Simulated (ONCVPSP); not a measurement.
**Cutoff test, Ca, ONCV**

```
Element                 : calcium
Generator               : ONCVPSP 4.0.1
Type                    : optimised norm-conserving Vanderbilt (ONCV)
Functional              : PBEsol
Relativity              : fully relativistic
Frozen core             : [Ar]
Valence charge          : 2
Reference configuration : 3d1 4s1
Partial waves           : 4s: rc 3.00 bohr, ncon 3, nbas 7, qcut 2.6 1/bohr, 2 projectors, debl 0.3 Ha; p scattering state at 0.12 Ha: rc 2.70 bohr, ncon 4, nbas 8, qcut 2.9 1/bohr, 3 projectors, debl 2.8 Ha; 3d: rc 1.75 bohr, ncon 3, nbas 6, qcut 5.2 1/bohr, 2 projectors, debl 1.7 Ha
Local potential         : polynomial inside 1.35 bohr (lpopt 5, dvloc0 0 Ha)
Core correction         : Teter function, fcfact 3.75, rcfact 1.1
```

Open shells are filled in proportion to 2j + 1.

Task: For each optimised wave give the share of its norm inside rc, the residual kinetic energy above qcut (Ha) and the cutoffs (Ha) for errors of 10, 1, 0.1 and 0.01 mHa per electron.

Result:

```csv
wave,norm inside rc,residual KE,10 mHa,1 mHa,0.1 mHa,0.01 mHa
4s,0.222,5.3e-06,0.9,1.9,2.5,3.4
s projector 2,0.191,5.9e-05,1.3,2.1,3.0,19.1
p projector 1 j=3/2,0.201,2.8e-03,1.1,13.7,27.2,36.9
p projector 2 j=3/2,0.137,8.7e-02,29.8,37.6,48.8,75.4
p projector 3 j=3/2,0.146,8.5e-01,42.9,49.5,65.3,100.0
p projector 1 j=1/2,0.204,2.6e-03,1.1,12.9,27.0,36.6
p projector 2 j=1/2,0.138,8.1e-02,29.0,37.4,48.4,74.5
p projector 3 j=1/2,0.147,8.4e-01,42.9,49.5,65.3,99.9
3d j=5/2,0.288,6.7e-03,12.7,38.6,79.0,not reached
d projector 2 j=5/2,0.117,4.4e-02,17.0,45.3,57.7,79.5
3d j=3/2,0.291,6.8e-03,12.8,38.7,79.0,not reached
d projector 2 j=3/2,0.117,4.5e-02,17.0,45.4,57.7,79.6
```

The occupied waves need 39 Ha and 79 Ha for 1 and 0.1 mHa. Note: ghosts flagged at negative energy: s at -49.6 eV; GHOST(+) flagged for p3/2 at 149.6 eV, p1/2 at 149.7 eV, p1/2 at 566.7 eV, p3/2 at 571.1 eV. A true bound ghost makes a file unfit for plane-wave use.
